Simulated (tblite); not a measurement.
Isomers of C5H5NO2. Level: GFN2-xTB in tblite, geometry and Hessian alike; calculated harmonic values, unscaled, isolated species. Against measured fundamentals such values can be off by several per cent, at times by over 20. One conformer each.

Electronic energies: GFN2-xTB at the same geometries; isomer energies are rough at this level and their order can be wrong.

```json
{"SMILES": "[O-][n+]1ccc(O)cc1", "electronic energy, lowest = 0 (kcal/mol)": "21.3"}
{"SMILES": "C=Cc1ncc(O)o1", "electronic energy, lowest = 0 (kcal/mol)": "0.0"}
{"SMILES": "NC(=O)C#CCC=O", "electronic energy, lowest = 0 (kcal/mol)": "41.7"}
```

Problem. How do GFN2-xTB zero-point energies change the relative energies?

Solution. 
```json
{"SMILES": "C=Cc1ncc(O)o1", "ZPE (kcal/mol)": "58.0", "of it from modes above 1550 cm⁻¹": "27.7", "electronic (kcal/mol)": "0.0", "with ZPE, lowest = 0 (kcal/mol)": "0.0", "lowest mode (cm⁻¹)": "113", "rings": "1"}
{"SMILES": "[O-][n+]1ccc(O)cc1", "ZPE (kcal/mol)": "58.9", "of it from modes above 1550 cm⁻¹": "25.2", "electronic (kcal/mol)": "21.3", "with ZPE, lowest = 0 (kcal/mol)": "22.2", "lowest mode (cm⁻¹)": "138", "rings": "1"}
{"SMILES": "NC(=O)C#CCC=O", "ZPE (kcal/mol)": "56.0", "of it from modes above 1550 cm⁻¹": "30.8", "electronic (kcal/mol)": "41.7", "with ZPE, lowest = 0 (kcal/mol)": "39.8", "lowest mode (cm⁻¹)": "30", "rings": "0"}
```

The zero-point energies span 2.9 kcal/mol, from `NC(=O)C#CCC=O` to `[O-][n+]1ccc(O)cc1`. The order is unchanged.

Problem. What do entropy and thermal enthalpy add at 298.15 K and 1 bar (rigid rotor, harmonic oscillator, one conformer each)?

Solution. 
```tsv
SMILES	point group	symmetry number	S (cal/(mol K))	H − H(0) (kcal/mol)	ZPE + H − H(0) − TS (kcal/mol)
C=Cc1ncc(O)o1	Cs	1	82.9	5.05	38.3
[O-][n+]1ccc(O)cc1	Cs	1	79.2	4.60	39.9
NC(=O)C#CCC=O	Cs	1	95.9	6.31	33.8
```
